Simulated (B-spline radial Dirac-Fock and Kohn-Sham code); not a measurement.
**Ionisation of each subshell: Sm⁶⁰⁺**

System: samarium as Sm⁶⁰⁺, 1s2; nuclear rms radius 5.0819 fm (A = 152).

Input file task.json (cfg lists n, l and occupation; rrms is the nuclear radius in fm):

```json
{"items": [{
  "Z": 62,
  "q": 60,
  "cfg": [[1, 0, 2]],
  "A": 152,
  "rrms": 5.0819,
  "do": ["binding"]
}]}
```

Run with: `python xray_run.py task.json out`

Model: relaxed Dirac-Fock hole states (ΔSCF) with Breit and QED corrections and a finite nucleus. Program: a radial atomic solver. The model has no electron correlation. Energies are counted from the vacuum level.

All terms are in eV, carry their sign (relaxation lowers the binding energy) and add up to the binding energy; ⟨r⟩ is the mean radius of the orbital in the initial state.

```
subshell  −ε (Koopmans)  relaxation   Breit     QED  binding energy  ⟨r⟩ (bohr)
       K        54143.2       -1.83  -90.83  -67.69         53982.8       0.023
```

For the deepest level, K (1s), the Breit terms make up -0.168 % of the binding energy, QED -0.125 % and orbital relaxation -0.003 %.

Going to the tabulated ground configuration of the next ion removes an electron from K (1s), computed at 53982.8 eV. NIST lists 53986.12 ± 0.07 eV as the ionisation energy of this species (theoretical), +3.32 eV from the computed value.
